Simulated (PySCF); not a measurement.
State search for CdTe

Unrestricted PBE0; PySCF, scalar-relativistic core potentials, basis sets Cd cc-pVTZ-PP with ECP28, Te cc-pVTZ-PP with ECP28. Outer shells of the fragments: Cd 4d10 5s2; Te 4d10 5s2 5p4.

Followed along the bond (rough minima from three points):

```tsv
2Ms+1	unpaired	⟨S²⟩ at the start	R at minimum (Å)	Te (eV)
3	σ ↑, π ↑	2.01	2.80	0.00
1	none	0.00	2.55	0.01
1	σ ↓, π ↑	1.01	2.77	0.13
```

Solutions found at the starting distance of 2.720 Å, counted from the lowest of them; the search is not exhaustive and high or unbound solutions are not listed, so other states can lie among these:

```
2Ms+1  unpaired   term  E (eV)  ⟨S²⟩  ⟨Lz²⟩  μ (D)
    3  σ ↑, π ↑     ³Π    0.00  2.01   1.01  -1.53
    1      none    ¹Σ⁺    0.12  0.00   0.00  -5.29
    1  σ ↓, π ↑  mixed    0.13  1.01   1.01  -1.67
    3      π ↑↑    ³Σ⁻    1.67  2.01   0.00   3.73
    1      π ↑↓  mixed    2.01  1.01   2.02   3.70
    3      σ ↑↑    ³Σ⁺    2.16  2.01   0.00  -3.84
    1      none  mixed    3.09  0.00   2.01   3.70
    3      π ↑↑  mixed    3.17  2.02   2.01  -0.69
    1      π ↑↓  mixed    3.29  1.07   2.01  -0.57
    3      π ↑↑  mixed    3.32  2.02   2.01  -0.66
    3  σ ↑, π ↑     ³Π    5.42  2.01   1.00  -2.66
```

A term symbol is given only where ⟨S²⟩ and ⟨Lz²⟩ are close to those of a pure state; real π, δ and φ orbitals otherwise mix terms. A positive dipole means Cd(−)Te(+).

Task: Compare the gap between the two lowest followed solutions at the starting distance with the gap between their minima.

Result: At PBE0 the second solution (singlet, closed shell) lies +0.12 eV from the first (triplet, unpaired electrons σ ↑, π ↑) at 2.720 Å and +0.01 eV at the minima; the two curves relax by different amounts, since their minima lie near 2.55 and 2.80 Å. A gap this small is a tie at this level.

Spin–orbit coupling is left out. Counting both spins, an empty level lies below a filled one in some of these solutions, because spin and occupation are held.
